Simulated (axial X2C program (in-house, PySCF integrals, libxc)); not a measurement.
# AlSe at several levels of theory

All values were computed with an axial X2C code built on PySCF integrals. Spin-free means the one-electron spin-free X2C Hamiltonian. Basis: Se dyall-cv3z [8s9p6d4f1g], Al dyall-v3z [8s8p2d1f] (cores contracted in-house); Gaussian nuclei, density fitting, unrestricted open shells. Masses: Se 79.917 u, Al 26.982 u.

Input file and command:
```json
{"zs": [34, 13], "q": 0, "bas": ["dyall-cv3z", "dyall-v3z"], "levels": ["PBE0", "HF", "BHandHLYP"], "cc": true, "r0": 2.2, "thr": -2.0, "nmax": 90, "npts": 10, "nst": 2, "ntry": 6}
```
```bash
python so2c.py task.json out
```

Keys: zs atomic numbers; q charge; bas basis sets; levels methods; cc coupled cluster on or off; r0 starting distance in Å; thr threshold in hartree for freezing inner shells (an s shell follows its p shell); nmax most natural virtual spinors; npts points on the curve; nst determinants followed; ntry starts of the search. HF also brings MP2.

State, spin-free: M_S = 1/2, Λ = 0 (beyond evenly filled blocks: σα); electrons by block: σα: 12, σβ: 11, π+α: 5, π+β: 5, π-α: 5, π-β: 5, δ+α: 1, δ+β: 1, δ-α: 1, δ-β: 1. Fragments: Se + Al.

```csv
Hamiltonian,level,Re (Å),ωe (cm⁻¹),ωexe (cm⁻¹),Be (cm⁻¹),De (eV),k (mdyn/Å),μ (D)
spin-free,PBE0,2.162,477.2,2.23,0.1788,3.72,2.71,3.49
spin-free,HF,2.162,450.2,4.05,0.1789,2.12,2.41,4.39
spin-free,CCSD,2.177,465.1,2.26,0.1764,3.27,2.57,n/a
spin-free,CCSD(T),2.178,476.2,2.26,0.1761,3.49,2.7,n/a
spin-free,BHandHLYP,2.163,464.1,2.62,0.1786,3.35,2.56,3.79
```

Correlated methods: 9 electrons correlated (number of frozen shells: Se 3 s, 2 p, 1 d; Al 2 s, 1 p), 185 virtual spin orbitals or spinors in MP2, 90 natural virtuals in coupled cluster.

Dipoles are positive if Al is the positive end.

One determinant describes the state; a PBE0 search over occupations chose it and may have missed a lower one. De is counted from the lowest determinant-based energies of the atoms at the same level, without counterpoise correction. Coupled cluster ran in a truncated set of natural virtual spinors; the MP2 energy of the rest was added. (T) has no such correction and the atoms are truncated less, which lowers De at CCSD(T) by a hundredth of an eV or more. Spin-free De lacks the spin–orbit lowering of the heavy p-block atom, a tenth of an eV or more for 4p and 5p, up to an eV for 6p and one to two eV for 7p atoms, less what an open-shell molecule gains itself.

No reliable constants came from BHandHLYP (2c), CCSD (2c), CCSD(T) (2c), HF (2c), MP2 (2c), MP2 (spin-free), PBE0 (2c): no minimum in range, unconverged points, a curve that is not smooth, a change of character along it, or the two Hamiltonians disagreeing along it.

The whole task took 120 s on 1 thread of Arm Neoverse V1 (shared host).
